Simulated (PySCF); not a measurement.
This PySCF input asks for the NMR shieldings of SMILES C[Si@@]1(F)C[C@@H](F)CS1, C$_{4}$H$_{8}$F$_{2}$SSi; the geometry comes from GFN2-xTB.

```python
import basis_set_exchange as bse
import numpy as np
from pyscf import gto, dft
from pyscf.prop import nmr

atoms = """
C     2.515505    0.652181   -0.009622
Si    0.978599   -0.377388   -0.380000
F     1.468241   -1.868181   -0.787602
C    -0.341593   -0.540758    0.972336
C    -1.684943   -0.525427    0.257255
F    -2.706846   -0.301184    1.159989
C    -1.719961    0.577001   -0.792601
S    -0.306161    0.383275   -1.928317
H     2.272854    1.668538    0.283052
H     3.148542    0.702862   -0.889963
H     3.094703    0.198732    0.788108
H    -0.233981   -1.450623    1.559246
H    -0.313119    0.300242    1.665551
H    -1.895782   -1.497005   -0.205950
H    -1.654747    1.554539   -0.313670
H    -2.628909    0.532141   -1.389222
"""
names = dict.fromkeys(["C", "Si", "F", "S", "H"], "pcSseg-1")
basis = {el: gto.basis.parse(bse.get_basis(n, elements=[el], fmt="nwchem")) for el, n in names.items()}
mol = gto.M(atom=atoms, basis=basis, charge=0, verbose=0)
mf = dft.RKS(mol, xc="PBE0")
mf.grids.level = 2
mf.grids.alignment = dft.numint.BLKSIZE   # the property module wants whole blocks of grid points
mf.conv_tol = 1e-9
mf.kernel()

calc = nmr.RKS(mf)   # GIAO
C = mf.mo_coeff
Co = C[:, mf.mo_occ > 0]
resp = mf.gen_response(singlet=True, hermi=2)
def vind(x):   # induced exchange potential for any number of trial vectors
    d = np.einsum("pi,xij,qj->xpq", C, 2 * x.reshape(-1, C.shape[1], Co.shape[1]), Co, optimize=True)
    return np.einsum("xpq,pi,qj->xij", resp(d - d.transpose(0, 2, 1)), C, Co, optimize=True).ravel()
mo1, _ = nmr.rhf.solve_mo1(calc, with_cphf=vind)
sigma = calc.kernel(mo1)
for i, s in enumerate(sigma):   # ppm
    w = np.linalg.eigvalsh((s + s.T) / 2)
    print("%2d %-2s iso %8.1f  s11 %8.1f  s22 %8.1f  s33 %8.1f" % (i, mol.atom_pure_symbol(i), w.mean(), *w))
```

Task: What are the results?

Result: 
```
 0 C  iso    184.2  s11    170.1  s22    187.2  s33    195.1
 1 Si iso    298.3  s11    272.5  s22    298.3  s33    323.9
 2 F  iso    323.4  s11    293.5  s22    325.1  s33    351.6
 3 C  iso    160.9  s11    145.5  s22    161.4  s33    175.9
 4 C  iso     91.2  s11     45.2  s22     75.5  s33    152.8
 5 F  iso    365.1  s11    341.0  s22    374.5  s33    379.9
 6 C  iso    147.3  s11    115.9  s22    155.9  s33    170.0
 7 S  iso    615.0  s11    501.2  s22    590.8  s33    753.0
 8 H  iso     31.5  s11     26.9  s22     29.5  s33     38.0
 9 H  iso     30.9  s11     26.6  s22     28.3  s33     37.9
10 H  iso     31.1  s11     26.4  s22     28.3  s33     38.5
11 H  iso     30.0  s11     26.2  s22     27.7  s33     36.2
12 H  iso     30.8  s11     27.1  s22     29.4  s33     36.0
13 H  iso     26.6  s11     23.4  s22     27.0  s33     29.5
14 H  iso     28.9  s11     24.2  s22     27.4  s33     35.2
15 H  iso     28.6  s11     22.9  s22     26.9  s33     36.1
```

These numbers come from an equivalent density-fitted implementation of the same equations, which agrees with the script to about 0.01 ppm for H and up to a few tenths of a ppm for heavy atoms, so last digits may differ.

Task: Turn these shieldings into chemical shifts. References, each an isolated molecule treated in the same way: TMS for 13C (186.93 ppm) and 29Si (349.16 ppm) and 1H (31.72 ppm); 19F (170.95 ppm) vs CFCl3; 33S (503.73 ppm) vs CS2.

Result: Averaging equivalent atoms: C 4: 95.7; C 6: 39.6; C 3: 26.0; C 0: 2.8; Si 1: 50.9; F 2: -152.5; F 5: -194.2; S 7: -111; H 13: 5.10; H 15: 3.07; H 14: 2.78; H 11: 1.69; H 12: 0.90; H 8/9/10: 0.55 ppm. Unscaled 19F shifts against computed CFCl3 carry errors that often reach 10 to 50 ppm.

Size and cost of the density-fitted run: 190 basis functions, 63 s wall time on 1 thread of an Arm Neoverse N1, shared host; peak memory 0.84 GiB.
